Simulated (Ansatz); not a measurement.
Consider the ligand exchange at the In–O bond: `C[NH][InH][OH]` + H–F → `C[NH][InH][F]` + H₂O.

Isolated molecules relaxed with PBE0-D4/def2-TZVP in Ansatz; ΔE leaves out vibrations. CCSD(T)/CBS adds triple-zeta CCSD(T) − MP2 to the extrapolated MP2 energy (def2 sets, frozen cores). This one scheme is used for every species. Functionals use def2-TZVPP. B3LYP here is the variant with VWN-RPA as its local correlation; programs differ in this. def2 core potentials past Kr. For In outer-core shells are correlated without core-valence functions, which leaves a few kJ/mol of doubt a bond. Each species was taken in one conformer, which may not be the lowest.

```tsv
level	ΔE (kJ/mol)	difference from CCSD(T)/CBS
PBE-D4	-43.6	-3.8
PBE0-D4	-43.4	-3.6
B3LYP-D4	-46.2	-6.4
ωB97M-V	-45.1	-5.3
B2PLYP	-44.2	-4.4
PBE0	-44.9	-5.1
MP2/def2-TZVPP	-35.0	4.8
CCSD/def2-TZVPP	-39.4	0.4
MP2/CBS(def2)	-37.4	2.4
CCSD/CBS(def2)	-41.7	-1.9
CCSD(T)/CBS	-39.8	0
```

Largest T1 diagnostic among the species: 0.016.

In def2-TZVPP, CCSD(T) changes the Hartree–Fock value by +14.0 kJ/mol (the triples alone add +1.9 kJ/mol) and MP2 by +16.5 kJ/mol.
